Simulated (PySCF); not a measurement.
# Solvent effects on NMR parameters

Numbering as in the mapped SMILES `[C:1]1[C:2]2[C:3][Si:4]12`.

GIAO PBE0/pcSseg-1 in PySCF 2.14 on one PBE0-D3(BJ)/def2-SVP conformer, non-relativistic, equivalent nuclei averaged. Solvents enter as an IEF-PCM continuum (cyclohexane with ε = 2.0, chloroform with ε = 4.7) around the gas-phase geometry. Shifts are referred to TMS computed in the same medium.

Gas phase, δ in ppm: C1/C3 603.6, C2 222.5, Si4 183.5. Dipole moment 2.15 D.

Task: How does each δ change in the continuum?

Result: 
```csv
atoms,environment,"Δδ, cyclohexane","Δδ, chloroform"
C1/C3,"carbon bonded to C, Si, in a 3-membered ring",-11.8,-21.6
C2,"carbon bonded to 2 C, Si, in a 3-membered ring",-2.2,-4.1
Si4,"silicon bonded to 3 C, in a 3-membered ring",-23.9,-42.6
```

Changes are relative to the gas phase. The dipole moment becomes 2.43 D in cyclohexane, 2.65 D in chloroform.

Task: Which nuclei move most (in ppm), and what does the model miss?

Result: Si4 (silicon bonded to 3 C, in a 3-membered ring, -42.6 ppm) in chloroform. A continuum only polarises the solute; specific hydrogen bonds, the anisotropy of aromatic solvents and changes of geometry or conformer are outside it.
